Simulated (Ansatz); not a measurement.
Mulliken charges of C₂H₄Cl₂Ge, SMILES `C=[CH][GeH]([Cl])[Cl]` from ωB97M-V/def2-TZVPP in Ansatz (PBE0-D4/def2-TZVP geometry).

```
atom   x (Å)   y (Å)   z (Å)  charge (e)
  C1   1.615  -0.045  -0.060      -0.148
  C2   0.467  -0.700   0.039      -0.217
 Ge3  -1.232   0.192   0.177       0.508
 Cl4  -2.476  -0.432  -1.460      -0.270
 Cl5  -0.917   2.308   0.002      -0.261
  H6   2.562  -0.571  -0.139       0.119
  H7   1.658   1.040  -0.071       0.102
  H8   0.449  -1.787   0.038       0.118
  H9  -2.037  -0.051   1.456       0.050
```

Q: By hand: the dipole of these point charges (1 e Å = 4.8032 D).

A: Σ q r = (0.367, -0.405, 0.538) e Å, of length 0.767 e Å = 3.68 D.

Q: How does the dipole of the full density compare? (Best estimate.)

A: Ansatz gave: (0.378, -0.290, 0.282) e Å, 2.66 D; the point charges give 1.38 times that, at 16° from its direction.

Point charges leave out the atoms' own dipoles, such as those of lone pairs, and Mulliken's split depends on the basis, so the two needn't agree.
